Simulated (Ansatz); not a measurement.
`C[N](C)[Al]([N](C)C)[N](C)C`, relaxed with RKS PBE0-D4/def2-TZVP in the Gaussian-basis code of Ansatz from a PBE-D4/def2-SVP geometry. The force threshold is 0.005 eV/Å; the program also tests the step.

Total charge 0; spin multiplicity 1.

Start:

```xyz
28

C     2.395    0.478    1.501
N     1.120    0.974    1.025
C     0.840    2.327    1.459
Al    0.000    0.003    0.000
N    -0.007   -1.795    0.129
C    -0.341   -2.673   -0.973
C     0.321   -2.510    1.345
N    -1.113    0.826   -1.155
C    -2.393    0.277   -1.553
C    -0.822    2.100   -1.780
H     2.580   -0.553    1.138
H     2.456    0.456    2.618
H     3.249    1.111    1.151
H    -0.149    2.666    1.088
H     1.603    3.060    1.095
H     0.824    2.417    2.575
H    -1.229   -3.318   -0.752
H    -0.574   -2.090   -1.888
H     0.499   -3.368   -1.227
H     0.559   -1.804    2.168
H     1.204   -3.186    1.220
H    -0.524   -3.155    1.695
H    -2.585   -0.690   -1.045
H    -3.241    0.961   -1.297
H    -2.456    0.095   -2.655
H    -1.579    2.884   -1.524
H     0.170    2.480   -1.462
H    -0.808    2.027   -2.896
```

```json
{"step": "1", "energy (eV)": "-17572.9149", "largest force (eV/Å)": "0.510", "largest move (Å)": "0.000"}
{"step": "2", "energy (eV)": "-17573.0279", "largest force (eV/Å)": "0.194", "largest move (Å)": "0.036"}
{"step": "3", "energy (eV)": "-17573.0405", "largest force (eV/Å)": "0.058", "largest move (Å)": "0.032"}
{"step": "4", "energy (eV)": "-17573.0417", "largest force (eV/Å)": "0.010", "largest move (Å)": "0.013"}
{"step": "5", "energy (eV)": "-17573.0418", "largest force (eV/Å)": "0.013", "largest move (Å)": "0.004"}
{"step": "6", "energy (eV)": "-17573.0418", "largest force (eV/Å)": "0.001", "largest move (Å)": "0.002"}
```

End:

```xyz
28

C     2.363    0.472    1.511
N     1.103    0.960    1.013
C     0.839    2.314    1.428
Al    0.000    0.001    0.000
N    -0.007   -1.773    0.128
C    -0.373   -2.653   -0.952
C     0.353   -2.493    1.322
N    -1.096    0.814   -1.140
C    -2.360    0.269   -1.564
C    -0.822    2.091   -1.746
H     2.551   -0.548    1.167
H     2.396    0.465    2.612
H     3.203    1.096    1.170
H    -0.130    2.656    1.056
H     1.604    3.015    1.060
H     0.823    2.406    2.525
H    -1.245   -3.277   -0.698
H    -0.621   -2.087   -1.852
H     0.447   -3.341   -1.210
H     0.607   -1.805    2.132
H     1.219   -3.154    1.160
H    -0.473   -3.129    1.676
H    -2.556   -0.689   -1.077
H    -3.195    0.942   -1.316
H    -2.394    0.104   -2.652
H    -1.582    2.844   -1.483
H     0.150    2.476   -1.426
H    -0.805    2.025   -2.844
```

Run time 34 s (4 threads of an AMD EPYC 7R13 on a shared host and a share of an NVIDIA H100 80 GB); peak host memory 1.1 GiB.
